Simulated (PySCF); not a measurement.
# Static response to an electric field

C2H4BN.
Atom-mapped SMILES: `[CH:1]#[C:2][BH:3][NH2:4]` (hydrogens: H5 on C1; H6 on B3; H7, H8 on N4)

Cartesian coordinates in Å at the PBE0-D3(BJ)/def2-SVP level; atoms count from 1:
```
atom  x, y, z in Å
C1     2.076   -0.414    0.512
C2     0.982    0.063    0.270
B3    -0.390    0.681   -0.031
N4    -1.476   -0.125   -0.353
H5     3.045   -0.828    0.727
H6    -0.545    1.880    0.008
H7    -1.418   -1.134   -0.405
H8    -2.393    0.250   -0.558
```

Level: wB97X-D/def2-SVPD (PySCF), static field, nuclei fixed, core orbitals frozen in the response. The polarisability tensor in these axes (au):

```
x   63.52 -5.40  7.21
y   -5.40 42.43 -0.75
z    7.21 -0.75 34.91
```

Task: Give the principal values, the mean and the anisotropy Δα = √{½[(α1 − α2)² + (α2 − α3)² + (α1 − α3)²]}.

Result: Principal values 33.16, 41.23 and 66.46 au; mean 46.95 au = 6.96 Å³ = 7.74 × 10⁻⁴⁰ C²·m²/J; Δα = 30.09 au (64 % of the mean).

Task: What is the dipole moment, and where does it point?

Result: (-1.21, -1.18, -0.38) D, 1.73 D in size, pointing from the negative to the positive side. Measured along this direction, the outermost atoms are H5 at the negative end and H7 at the positive end.

Task: Find the Langevin capture rate constant for H3O+ (19.018 u) meeting this molecule (53.044 u), k = 2.342 × 10⁻⁹ cm³/s × √(α in Å³ / reduced mass in u).

Result: The reduced mass is 14.00 u, so k = 1.65 × 10⁻⁹ cm³/s. The formula leaves out the permanent dipole, which adds to the capture rate.

Task: Sum over states: ᾱ = Σ f/ω², ω in Eh. What share falls to these 10 lowest TDDFT singlets (eV, f)? 5.26, 0.0002; 5.98, 0.0669; 6.68, 0.0002; 7.69, 0.0097; 7.72, 0.0000; 7.77, 0.3215; 7.86, 0.1131; 8.31, 0.1314; 8.52, 0.3503; 8.88, 0.0926.

Result: They add up to 12.66 au, 27.0 % of the 46.95 au; the largest single term is 3.94 au, from the state at 7.77 eV. Terms in order: 0.01, 1.38, 0.00, 0.12, 0.00, 3.94, 1.36, 1.41, 3.57, 0.87 au. Higher excitations give the rest. The strengths listed sum to 1.086.

Task: Rayleigh depolarisation ratio (linearly polarised light, static tensor)?

Result: ρ = 3Δα²/(45ᾱ² + 4Δα²) = 2716.2/(99206 + 3621.5) = 0.0264.

Isolated species at its PBE0-D3(BJ)/def2-SVP geometry, gas phase.

wB97X-D is run here without its empirical dispersion term; that term would change no orbital, density or response property at a fixed geometry.
